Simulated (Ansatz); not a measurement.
Redistribution: C2F4 + C2H2FI → C2F3I + C2H2F2

Species: C2F4 (tetrafluoroethylene) `FC(F)=C(F)F`, singlet; C2H2FI `F/C=C/I`, singlet; C2F3I (trifluoroiodoethylene) `FC(F)=C(F)I`, singlet; C2H2F2 (1,2-difluoroethene) `F/C=C/F`, singlet. The partners trade F for I; both sit on C, so the bond types are kept.

Shapes, held fixed at every level: PBE0-D4/def2-TZVP. Programs: Ansatz 0.2.0. The zero-point and thermal change to 298 K, harmonic and unscaled (PBE0-D4/def2-TZVP), is -0.1 kJ/mol.

(1) Estimate ΔH(298 K) of this reaction.

## Answers

(1) The highest level, CCSD(T)/def2-TZVPP, gives ΔH(298 K) = +20.6 kJ/mol; the levels span +15.6 to +27.0. The column of differences is taken from that level and isn't an error. No measured value is set beside it here. For atoms past krypton def2 sets carry core potentials with scalar relativity. Outer-core shells of I are correlated, in sets that cover them unevenly.

| level | kind | ΔH(298 K) (kJ/mol) | less CCSD(T)/def2-TZVPP |
| --- | --- | --- | --- |
| HF/def2-SVP | Hartree–Fock | +27.0 | +6.4 |
| PBE-D4/def2-TZVPP | GGA | +16.4 | -4.2 |
| B3LYP-D4/def2-TZVPP | global hybrid | +15.6 | -5.0 |
| MP2/def2-SVP | perturbation theory | +25.5 | +4.9 |
| MP2/def2-TZVPP | perturbation theory | +22.2 | +1.6 |
| CCSD(T)/def2-SVP | coupled cluster or CI | +23.2 | +2.6 |
| CCSD(T)/def2-TZVPP | coupled cluster or CI | +20.6 | 0.0 |
